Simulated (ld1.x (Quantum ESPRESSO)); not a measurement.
**boron, PAW: configuration errors across variants**

boron, PAW, made with ld1.x (Quantum ESPRESSO) 7.5 (LDA (PZ), non-relativistic). Core [He], reference 2s2 2p1. Waves: 2s (bound): rcut 1.20, rcutus 1.40 bohr; 2s channel at -0.3 Ry: rcut 1.20, rcutus 1.40 bohr; 2p (bound): rcut 3.45, rcutus 3.85 bohr; 2p channel at 0.45 Ry: rcut 3.45, rcutus 3.85 bohr. Local part: all-electron potential smoothed inside 2.10 bohr (lloc = -2). Core correction: Bessel-smoothed model core inside 1.45 bohr. Augmentation charge: PSQ, inside the norm-conserving radii.

All-electron excitation energies from the reference (eV): (1) 2s2 2p0 8.329; (2) 2s1 2p0 33.626; (3) 2s2 2p0.5 2.944; (4) 2s2 2p1.3 -0.773; (5) 2s0 2p3 11.388; (6) 2s1 2p2 5.680; (7) 2s1 2p1 14.278; (8) 2s2 2p1 spin -0.235; (9) 2s1 2p0 spin 32.898.

Spin tests fill each open shell by Hund’s rule, majority spin first.

The overlap operator is not positive definite (basis up to 400 Ry) in “local potential all-electron potential smoothed inside 2.25 bohr (lloc = -1)”. Such files are unfit for use, however small their errors in these radial tests.

4 further variants failed, have other tests or another functional or relativity, and are left out.

Errors AE − PS in meV (a dash: test not solved or not reliable):

```csv
change,(1),(2),(3),(4),(5),(6),(7),(8),(9),bound ghosts
base,+3.5,-28,+0.4,+0.6,-2.5,+14,-2.4,+5.0,-29,none
"waves 2p (bound): rcut 3.45, rcutus 3.94 bohr; 2p channel at 0.45 Ry: rcut 3.45, rcutus 3.94 bohr",-3.9,-13,-1.1,+0.4,-3.2,+0.8,-9.8,+0.1,-15,none
"all radii but the core radius scaled by about 1.34 (s 1.88, p 5.18 bohr, rcut 1.62/4.64); local potential all-electron potential smoothed inside 2.82 bohr (lloc = -2)",-10.0,-9.9,-1.6,+0.4,-3.5,+1.0,-13,+0.8,-11,none
type TM; waves now 2s (bound): rc 1.40 bohr; 2p (bound): rc 3.85 bohr; local potential all-electron potential smoothed inside 3.35 bohr (lloc = -2),+189,+572,+28,+2.5,-137,-35,-98,+3.1,+607,none
core correction Bessel-smoothed model core inside 0.92 bohr,+3.4,-28,+0.3,+0.6,-2.4,+14,-2.2,+5.0,-29,none
local potential all-electron potential smoothed inside 2.25 bohr (lloc = -1),+31,+4.9,+6.6,+3.0,-1.5,+17,+0.8,+2.9,-1.2,not determined (overlap not positive)
"wave 2s channel at -0.3 Ry: rcut 1.20, rcutus 1.40 bohr becomes 2s channel at 3.2 Ry: rcut 1.20, rcutus 1.40 bohr",+16,+3.8,+2.5,+0.8,-2.5,+1.6,-16,-0.3,+3.1,none
local potential all-electron potential smoothed inside 3.24 bohr (lloc = -2),-4.5,-14,-1.0,-0.1,-2.9,-0.2,-7.0,+0.1,-13,none
```

Task: Give the same row for: augmentation BG, radius 1.25 bohr.

Result: –, –, –, –, –, –, –, –, –; bound ghosts: none.
